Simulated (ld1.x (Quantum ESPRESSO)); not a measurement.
Al (Z = 13): one change to a TM potential, before and after

aluminium (Al), norm-conserving Troullier–Martins (Kleinman–Bylander form), made with ld1.x (Quantum ESPRESSO) 7.5 (PBE, scalar-relativistic). Core [Ne], reference 3s2 3p1. Waves: 3p (bound): rc 2.95 bohr; 3d channel at 0.1 Ry: rc 3.05 bohr; 3s (bound): rc 1.50 bohr. Local part: the s channel. Core correction: none.

All-electron outer shells of the reference configuration (PBE, scalar-relativistic, ld1.x):

```
shell  level (eV)  outermost node (bohr)  outermost maximum (bohr)
   2s     -108.17                   0.16                      0.50
   2p      -69.64                      –                      0.43
   3s       -7.75                   0.80                      2.09
   3p       -2.71                   0.82                      2.64
```

Change: core correction a·sin(br)/r model core inside 0.60 bohr.

Cutoffs: the cutoffs (Ry, on a coarse ladder) from which the occupation-weighted sum of valence levels, in a spherical-Bessel basis at the reference potential, stays within 10 and 1 mRy of its value at 400 Ry; they do not see the model core or the augmentation charge, which bear on the density cutoff. Errors are all-electron minus pseudo energies relative to the spin-unpolarised reference configuration.

How do hardness, ghosts and transferability respond?

The potential gets neither clearly harder nor softer (25 Ry and 60 Ry → 25 Ry and 60 Ry); of the 7 tests that both files solve, the error grows in 0 and shrinks in 5 by more than 15 % and 0.3 meV (median size 8.1 → 1.0 meV); neither file shows a bound ghost. Exchange and correlation are not linear in the density, so unscreening with the valence charge alone errs where core and valence overlap; a model core restores that term. A model core, the more so a compact one, raises the density cutoff, which this test does not measure.

| quantity | base | changed |
| --- | --- | --- |
| cutoff, loose | 25 Ry | 25 Ry |
| cutoff, tight | 60 Ry | 60 Ry |
| bound ghosts | none | none |
| error for 3s2 3p0, meV [ΔE 5.76 eV] | -2.3 | +1.0 |
| error for 3s1 3p0, meV [ΔE 24.99 eV] | +21 | +11 |
| error for 3s2 3p0.5, meV [ΔE 2.09 eV] | -0.3 | +0.2 |
| error for 3s2 3p1.3, meV [ΔE -0.57 eV] | 0.0 | +0.1 |
| error for 3s0 3p3, meV [ΔE 10.45 eV] | +50 | -1.4 |
| error for 3s1 3p2, meV [ΔE 5.14 eV] | +8.1 | -0.5 |
| error for 3s1 3p1, meV [ΔE 11.57 eV] | +13 | +7.0 |
| s: phases at 3.29 bohr within 0.05 rad from the reference energy up to (Ry; the scan ends near 5) | 1.1 | 1.1 |
| p: phases at 3.29 bohr within 0.05 rad from the reference energy up to (Ry; the scan ends near 5) | 1.3 | 1.3 |
| d: phases at 3.29 bohr within 0.05 rad from the reference energy up to (Ry; the scan ends near 5) | 2.2 | 2.2 |
